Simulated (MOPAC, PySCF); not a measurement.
C$_{3}$H$_{4}$S, SMILES `C1=CC1S` (H–S–C–C torsion 152°), neutral singlet in the gas phase. 

Cartesian coordinates (Å):
SMILES: SC1C=C1
```xyz
8

S      1.6011    -0.5682    -0.8300
C      0.2068    -0.3071     0.2926
C     -1.1723    -0.3231    -0.2576
C     -0.7349     0.8306     0.1145
H      2.5049     0.1321    -0.1253
H      0.3986    -0.7189     1.2819
H     -1.9383    -0.9387    -0.6974
H     -0.8658     1.8934     0.2213
```
Charge 0, spin multiplicity 1.

All levels are single points at this geometry (PBE0-D3(BJ)/def2-TZVP); Pople sets use spherical d functions. Orbital energies aren't observables, and empty levels follow the basis.

```json
[
 {"level": "B3LYP-D3(BJ)/def2-TZVP in PySCF", "HOMO (eV)": "-6.39", "LUMO (eV)": "-0.62", "gap (eV)": "5.77", "dipole (D)": "1.93", "vertical IE, Delta-SCF (eV)": "8.96"},
 {"level": "M06-2X/def2-TZVP in PySCF", "HOMO (eV)": "-7.81", "LUMO (eV)": "0.55", "gap (eV)": "8.36", "dipole (D)": "1.97", "vertical IE, Delta-SCF (eV)": "9.09"},
 {"level": "PBE-D3(BJ)/def2-TZVP in PySCF", "HOMO (eV)": "-5.40", "LUMO (eV)": "-1.44", "gap (eV)": "3.95", "dipole (D)": "1.93", "vertical IE, Delta-SCF (eV)": "8.83"},
 {"level": "B3LYP/LANL2DZ in PySCF", "HOMO (eV)": "-6.36", "LUMO (eV)": "-0.46", "gap (eV)": "5.90", "dipole (D)": "2.11", "vertical IE, Delta-SCF (eV)": "–"},
 {"level": "HF/6-31G* in PySCF", "HOMO (eV)": "-9.39", "LUMO (eV)": "4.22", "gap (eV)": "13.60", "dipole (D)": "2.17", "vertical IE, Delta-SCF (eV)": "–"},
 {"level": "HF/STO-3G in PySCF", "HOMO (eV)": "-6.77", "LUMO (eV)": "8.56", "gap (eV)": "15.33", "dipole (D)": "1.29", "vertical IE, Delta-SCF (eV)": "–"},
 {"level": "AM1 in MOPAC", "HOMO (eV)": "-8.91", "LUMO (eV)": "0.72", "gap (eV)": "9.62", "dipole (D)": "2.12", "vertical IE, Delta-SCF (eV)": "–"},
 {"level": "PM6 in MOPAC", "HOMO (eV)": "-8.98", "LUMO (eV)": "0.45", "gap (eV)": "9.43", "dipole (D)": "1.84", "vertical IE, Delta-SCF (eV)": "–"},
 {"level": "PM7 in MOPAC", "HOMO (eV)": "-8.90", "LUMO (eV)": "-0.29", "gap (eV)": "8.61", "dipole (D)": "1.95", "vertical IE, Delta-SCF (eV)": "–"}
]
```
